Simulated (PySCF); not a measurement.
PySCF job for C2H6ClInO, SMILES C[CH2][In]([OH])[Cl], PBE0-D3(BJ)/def2-SVP. Geometry optimised at PBE0-D3(BJ)/def2-SVP. The def2 effective core potentials stand for the cores of In; spin–orbit coupling is left out. Other conformers were not sampled.

```python
import numpy as np
from pyscf import gto, scf, dft, df
from pyscf.hessian import thermo

mol = gto.M(
    atom='''
    In    0.25036354    0.26710445    0.12091166
    Cl   -1.74098108   -0.60458778    1.06960572
    C     0.91952731   -0.42832135   -1.80070048
    C     0.04923544   -1.52899684   -2.38632703
    H     1.96254046   -0.75214078   -1.65882512
    H     0.95157616    0.46379172   -2.44598731
    H    -0.99354014   -1.20497970   -2.52165217
    H     0.02579673   -2.42330401   -1.74565430
    H     0.42733842   -1.84235370   -3.37367319
    O     1.07368327    1.61946064    1.32847192
    H     0.55311070    1.73708433    2.13221283
    ''',
    basis='def2-SVP',
    ecp={'In': 'def2-svp'},
    charge=0,
    spin=0,
    max_memory=1600,
    verbose=3,
)
mf = dft.RKS(mol, xc='pbe0').density_fit(auxbasis='def2-universal-jkfit')
mf.disp = 'd3bj'
mf.grids.level = 3
mf.conv_tol = 1e-11
mf.max_cycle = 100
mf.kernel()

# [left out here: the lines that compute and print the analytic Hessian (its translational invariance restored by hand, since the grid's response is missing), thermochemistry and intensities]
```

It prints:

```
[...]
Irrep
Freq [cm^-1]                      327.6828            351.9199            491.6523
Reduced mass [au]                   1.0915             32.6238              3.7220
Force const [Dyne/A]                0.0691              2.3805              0.5301
Char temp [K]                     471.4626            506.3344            707.3781
Normal mode                   x     y     z       x     y     z       x     y     z
       0  In                -0.00  0.00 -0.00    0.03  0.01 -0.02   -0.02  0.00  0.02
       1  Cl                 0.00 -0.01  0.00   -0.12 -0.05  0.06    0.01  0.00 -0.00
       2   C                -0.00  0.01 -0.00    0.02 -0.00 -0.03    0.12 -0.02 -0.19
       3   C                -0.00  0.00  0.00    0.00  0.00  0.00   -0.01 -0.03 -0.02
       4   H                 0.01  0.02 -0.03    0.02 -0.01 -0.03    0.11 -0.07 -0.21
       5   H                -0.04  0.02  0.01    0.02 -0.00 -0.03    0.10 -0.05 -0.23
       6   H                 0.01  0.01 -0.02    0.00  0.02  0.02   -0.01  0.04  0.08
       7   H                -0.02  0.01  0.01    0.00  0.02  0.02   -0.01  0.05  0.08
       8   H                 0.01 -0.02  0.01   -0.02 -0.02  0.00   -0.18 -0.18 -0.04
       9   O                 0.04 -0.05  0.03    0.01  0.01  0.00    0.02  0.03  0.03
      10   H                -0.50  0.69 -0.43   -0.00  0.00 -0.00    0.02  0.04  0.03
Mode                                 9                  10                  11
Irrep
Freq [cm^-1]                      616.4628            649.1829            806.1175
Reduced mass [au]                  14.0076              1.2067              1.0839
Force const [Dyne/A]                3.1364              0.2996              0.4150
Char temp [K]                     886.9527            934.0297           1159.8236
Normal mode                   x     y     z       x     y     z       x     y     z
       0  In                -0.01 -0.02 -0.02    0.00 -0.01  0.00   -0.00  0.00  0.01
       1  Cl                -0.00 -0.00 -0.00   -0.00  0.00 -0.00   -0.00 -0.00 -0.00
       2   C                -0.02  0.00  0.03   -0.07  0.08 -0.05    0.00 -0.00 -0.00
       3   C                -0.00  0.00  0.01   -0.00  0.00 -0.00    0.01  0.00 -0.00
       4   H                -0.02  0.01  0.04   -0.24 -0.29  0.42    0.00  0.01  0.01
       5   H                -0.02  0.01  0.04    0.53 -0.05 -0.20    0.00  0.01  0.01
       6   H                -0.00 -0.01 -0.01   -0.09 -0.26 -0.00    0.01  0.02  0.02
       7   H                 0.00 -0.01 -0.01    0.24  0.08  0.12   -0.00  0.01  0.02
       8   H                 0.03  0.03  0.01    0.05 -0.06  0.04   -0.02 -0.02 -0.00
       9   O                 0.09  0.15  0.14   -0.00  0.00 -0.00    0.05  0.02 -0.03
      10   H                -0.01  0.04  0.09   -0.03  0.03 -0.02   -0.61 -0.66 -0.34
Mode                                12                  13                  14
Irrep
Freq [cm^-1]                      946.9687            969.7808           1065.7530
Reduced mass [au]                   1.0952              1.2053              2.9654
Force const [Dyne/A]                0.5786              0.6679              1.9845
Char temp [K]                    1362.4772           1395.2987           1533.3812
Normal mode                   x     y     z       x     y     z       x     y     z
       0  In                -0.00  0.00 -0.00    0.00  0.00 -0.00   -0.00 -0.00 -0.00
       1  Cl                 0.00 -0.00  0.00    0.00  0.00 -0.00   -0.00 -0.00  0.00
       2   C                 0.03 -0.03  0.02    0.01  0.03  0.03    0.11  0.13  0.06
       3   C                -0.04  0.05 -0.03    0.00 -0.06 -0.10   -0.12 -0.11 -0.01
       4   H                 0.00 -0.29 -0.41    0.04  0.25  0.35    0.12  0.08 -0.04
       5   H                 0.02  0.26  0.42    0.03  0.26  0.34    0.13  0.07 -0.03
       6   H                -0.16 -0.37 -0.08   -0.00  0.08  0.22   -0.13 -0.22 -0.22
       7   H                 0.31  0.20  0.20   -0.06  0.14  0.18   -0.10 -0.24 -0.20
       8   H                 0.14 -0.18  0.11   -0.39 -0.41 -0.13    0.08  0.07  0.01
       9   O                 0.00 -0.00  0.00   -0.00 -0.00  0.00    0.00  0.00 -0.00
      10   H                 0.01 -0.01  0.01    0.02  0.02  0.01   -0.02 -0.02 -0.01
Mode                                15                  16                  17
Irrep
Freq [cm^-1]                     1194.6889           1241.0555           1398.3020
Reduced mass [au]                   1.4445              1.2828              1.2006
Force const [Dyne/A]                1.2147              1.1641              1.3831
Char temp [K]                    1718.8913           1785.6025           2011.8452
Normal mode                   x     y     z       x     y     z       x     y     z
       0  In                 0.00  0.00  0.00   -0.00  0.00 -0.00   -0.00 -0.00  0.00
       1  Cl                 0.00  0.00 -0.00    0.00 -0.00  0.00    0.00  0.00  0.00
       2   C                 0.02 -0.06 -0.13   -0.05  0.06 -0.04   -0.01 -0.01  0.01
       3   C                -0.04  0.01  0.07    0.06 -0.08  0.05   -0.07 -0.09 -0.05
       4   H                 0.01  0.18  0.47   -0.16 -0.40 -0.27    0.07  0.17 -0.11
       5   H                -0.10  0.30  0.39    0.23  0.31  0.33    0.22 -0.01  0.00
       6   H                -0.02 -0.02 -0.17    0.17  0.26  0.02    0.08  0.44  0.20
       7   H                 0.07 -0.12 -0.11   -0.25 -0.16 -0.09    0.28  0.20  0.35
       8   H                 0.21  0.23  0.09   -0.13  0.15 -0.10    0.38  0.32  0.01
       9   O                -0.00 -0.00 -0.00    0.00 -0.00  0.00    0.00  0.00 -0.00
      10   H                -0.00 -0.00 -0.00    0.00 -0.00  0.00   -0.00 -0.00 -0.00
Mode                                18                  19                  20
Irrep
Freq [cm^-1]                     1437.4749           1467.6659           1472.8275
Reduced mass [au]                   1.1318              1.0405              1.0339
Force const [Dyne/A]                1.3779              1.3205              1.3214
Char temp [K]                    2068.2063           2111.6445           2119.0708
Normal mode                   x     y     z       x     y     z       x     y     z
       0  In                -0.00  0.00  0.00    0.00  0.00 -0.00    0.00 -0.00  0.00
       1  Cl                -0.00 -0.00  0.00   -0.00 -0.00 -0.00   -0.00  0.00 -0.00
       2   C                -0.06 -0.06 -0.00   -0.00  0.01  0.02    0.01 -0.01  0.01
       3   C                 0.01  0.03  0.04   -0.03 -0.01  0.04    0.03 -0.03  0.02
       4   H                 0.18  0.54 -0.27   -0.02 -0.06 -0.00    0.03  0.05  0.02
       5   H                 0.62 -0.00  0.08   -0.05 -0.03 -0.03   -0.03 -0.04 -0.02
       6   H                -0.02 -0.12 -0.12    0.17  0.39 -0.48    0.01 -0.23 -0.43
       7   H                -0.04 -0.09 -0.14    0.61 -0.12 -0.11   -0.08  0.28  0.42
       8   H                -0.11 -0.08  0.02   -0.30 -0.23 -0.02   -0.38  0.47 -0.30
       9   O                -0.00  0.00  0.00   -0.00  0.00  0.00   -0.00 -0.00 -0.00
      10   H                 0.00  0.00  0.00    0.00  0.00  0.00    0.00 -0.00  0.00
Mode                                21                  22                  23
Irrep
Freq [cm^-1]                     3050.8713           3084.2216           3137.3470
Reduced mass [au]                   1.0391              1.0607              1.1018
Force const [Dyne/A]                5.6982              5.9450              6.3899
Char temp [K]                    4389.5246           4437.5082           4513.9439
Normal mode                   x     y     z       x     y     z       x     y     z
       0  In                 0.00  0.00 -0.00    0.00  0.00  0.00   -0.00 -0.00 -0.00
       1  Cl                -0.00 -0.00  0.00   -0.00 -0.00  0.00    0.00  0.00  0.00
       2   C                 0.00  0.00 -0.00    0.05  0.03 -0.02   -0.01 -0.00  0.00
       3   C                 0.02  0.04  0.03   -0.01 -0.00  0.00   -0.06 -0.01  0.07
       4   H                -0.03  0.01 -0.01   -0.63  0.21 -0.10    0.09 -0.03  0.01
       5   H                 0.00 -0.03  0.02   -0.00 -0.56  0.40    0.00  0.04 -0.03
       6   H                -0.46  0.15 -0.05    0.07 -0.02  0.01    0.42 -0.14  0.07
       7   H                -0.01 -0.39  0.29   -0.00  0.06 -0.04   -0.00  0.41 -0.29
       8   H                 0.25 -0.19 -0.62    0.01 -0.01 -0.03    0.23 -0.18 -0.59
       9   O                -0.00 -0.00  0.00    0.00 -0.00 -0.00    0.00  0.00 -0.00
      10   H                -0.00  0.00  0.00   -0.00 -0.00 -0.00   -0.00 -0.00  0.00
Mode                                24                  25                  26
Irrep
Freq [cm^-1]                     3140.6582           3160.6646           3886.3472
Reduced mass [au]                   1.1043              1.1041              1.0670
Force const [Dyne/A]                6.4174              6.4986              9.4954
Char temp [K]                    4518.7080           4547.4926           5591.5883
Normal mode                   x     y     z       x     y     z       x     y     z
       0  In                 0.00 -0.00  0.00    0.00 -0.00  0.00    0.00  0.00  0.00
       1  Cl                 0.00 -0.00  0.00    0.00 -0.00  0.00    0.00  0.00 -0.00
       2   C                 0.05 -0.05  0.03    0.02 -0.03  0.02    0.00  0.00  0.00
       3   C                -0.03  0.03 -0.02    0.05 -0.05  0.03   -0.00 -0.00 -0.00
       4   H                -0.56  0.17 -0.07   -0.31  0.10 -0.04    0.00  0.00  0.00
       5   H                 0.02  0.46 -0.34    0.01  0.26 -0.19    0.00  0.00  0.00
       6   H                 0.33 -0.10  0.04   -0.56  0.18 -0.07    0.00 -0.00 -0.00
       7   H                -0.01 -0.24  0.18    0.02  0.47 -0.34    0.00  0.00 -0.00
       8   H                 0.01 -0.00 -0.03    0.00 -0.01  0.01   -0.00  0.00  0.00
       9   O                 0.00 -0.00  0.00    0.00 -0.00  0.00    0.03 -0.01 -0.05
      10   H                -0.00 -0.00 -0.00    0.00 -0.00  0.00   -0.51  0.13  0.81
temperature 298.1500 [K]
pressure 101325.00 [Pa]
Rotational constants [GHz] 2.49606 1.87678 1.08594
Symmetry number 1
Zero-point energy (ZPE) 0.07893 [Eh]   207240.240 [J/mol]
                           tot       elec      trans        rot        vib
Entropy [J/mol/K]       374.598      0.000    174.594    119.400     80.604
Cv [J/mol/K]            101.811      0.000     12.472     12.472     76.867
Cp [J/mol/K]            110.125      0.000     20.786     12.472     76.867
Internal energy [J/mol]                      3718.434   3718.434 219767.911
Internal energy [Eh]   -804.77037  -804.85690
Enthalpy [J/mol]                             6197.391   3718.434 219767.911
Enthalpy [Eh]          -804.76942
Gibbs free energy [J/mol]                  -45857.887 -31880.547 195735.823
Gibbs free energy [Eh] -804.81196
mode   freq/cm-1   IR/(km/mol)
   1       -4.87         0.227
   2       56.56         1.359
   3      103.86         5.876
   4      121.31        21.768
   5      225.23         3.144
   6      243.25         4.570
   7      327.68       110.688
   8      351.92        40.190
   9      491.65        18.551
  10      616.46        83.096
  11      649.18        17.736
  12      806.12        75.694
  13      946.97         1.206
  14      969.78         6.859
  15     1065.75         7.490
  16     1194.69        28.539
  17     1241.06         2.199
  18     1398.30         3.601
  19     1437.47         2.116
  20     1467.67         3.885
  21     1472.83        10.247
  22     3050.87        26.089
  23     3084.22         4.636
  24     3137.35        10.335
  25     3140.66         0.046
  26     3160.66        10.745
  27     3886.35        66.279
max |gradient| / (hartree/bohr): 9.676100260239004e-05
APT charges: [ 1.3634e+00 -6.2230e-01 -1.1280e-01  1.3000e-03 -2.6600e-02 -2.6300e-02
  1.1900e-02  9.5000e-03 -2.6000e-02 -8.1740e-01  2.4530e-01]
```

The calculation finished and met its thresholds.
